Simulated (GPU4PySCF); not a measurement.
DNSS (C₂₂H₁₂Se₂), SMILES c1ccc2cc3c(cc2c1)[se]c1c2cc4ccccc4cc2[se]c31. Atoms are numbered in the order given.

```xyz
36

C      0.1929    -6.8925     0.0000
C     -1.2013    -6.6220     0.0000
C     -1.6564    -5.3230     0.0000
C     -0.7460    -4.2264     0.0000
C     -1.1921    -2.8842     0.0000
C     -0.2853    -1.8333     0.0000
C      1.1254    -2.1254     0.0000
C      1.5898    -3.4221     0.0000
C      0.6681    -4.5019     0.0000
C      1.1017    -5.8578     0.0000
Se     2.1878    -0.5383     0.0000
C      0.5462     0.4167     0.0000
C      0.2853     1.8333     0.0000
C      1.1921     2.8842     0.0000
C      0.7460     4.2264     0.0000
C      1.6564     5.3230     0.0000
C      1.2013     6.6220     0.0000
C     -0.1929     6.8925     0.0000
C     -1.1017     5.8578     0.0000
C     -0.6681     4.5019     0.0000
C     -1.5898     3.4221     0.0000
C     -1.1254     2.1254     0.0000
Se    -2.1878     0.5383     0.0000
C     -0.5462    -0.4167     0.0000
H      0.5421    -7.9277     0.0000
H     -1.9121    -7.4516     0.0000
H     -2.7289    -5.1117     0.0000
H     -2.2659    -2.6798     0.0000
H      2.6607    -3.6390     0.0000
H      2.1752    -6.0641     0.0000
H      2.2659     2.6798     0.0000
H      2.7289     5.1117     0.0000
H      1.9121     7.4516     0.0000
H     -0.5421     7.9277     0.0000
H     -2.1752     6.0641     0.0000
H     -2.6607     3.6390     0.0000
```

Coordinates come from a B3LYP-D3(BJ)/def2-SVP optimisation.

These are r2SCAN/def2-TZVP (GPU4PySCF) values and carry that method's errors.

Isolated molecule, no solvent.

```yaml
total_energy: -5648.52233 hartree
point_group: C2h
highest_occupied_level: -4.94 eV
lowest_empty_level: -2.65 eV
orbital_gap: 2.29 eV
dipole_moment: 0.00 D
quadrupole, principal values (traceless, Buckingham form, about the centre of nuclear charge): -31.03, 6.95, 24.09 D·Å
mean_static_polarisability: 382.2 bohr³ (56.64 Å³)
polarisability_principal_values: 140.4, 304.6, 701.6 bohr³
```
